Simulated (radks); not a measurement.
Q: Species: K I. Configuration: [Ar] 4s1 (the NIST ground configuration). Calculated with a radial shooting solver on a logarithmic mesh with Libxc functionals: non-relativistic Kohn-Sham, exchange-only B88, spin-polarised, spherical densities, point nucleus; open shells are filled with parallel spins first. Some entries of the table are withheld. Estimate them.

orbital  occ.  eigenvalue (eV)  r(max) (bohr)  <1/r> (bohr^-1)
1s up       1        -3505.592        0.05352            18.54
1s down     1        -3505.583        0.05352            18.54
2s up       1        -349.3164         0.3203            3.763
2s down     1        -349.3051         0.3203            3.763
2p up       3        -278.9414         0.2632            3.689
2p down     3        -278.9322         0.2632            3.690
3s up       1         -33.9032          1.081              (1)
3s down     1         -33.8625          1.082              (2)
3p up       3         -17.7948            (3)              (4)
3p down     3         -17.7126            (5)              (6)
4s up       1          -2.2904          4.212           0.2512

A: 
(1) 3s up <1/r> (bohr^-1): 1.091
(2) 3s down <1/r> (bohr^-1): 1.092
(3) 3p up r(max) (bohr): 1.156
(4) 3p up <1/r> (bohr^-1): 0.9503
(5) 3p down r(max) (bohr): 1.155
(6) 3p down <1/r> (bohr^-1): 0.9547
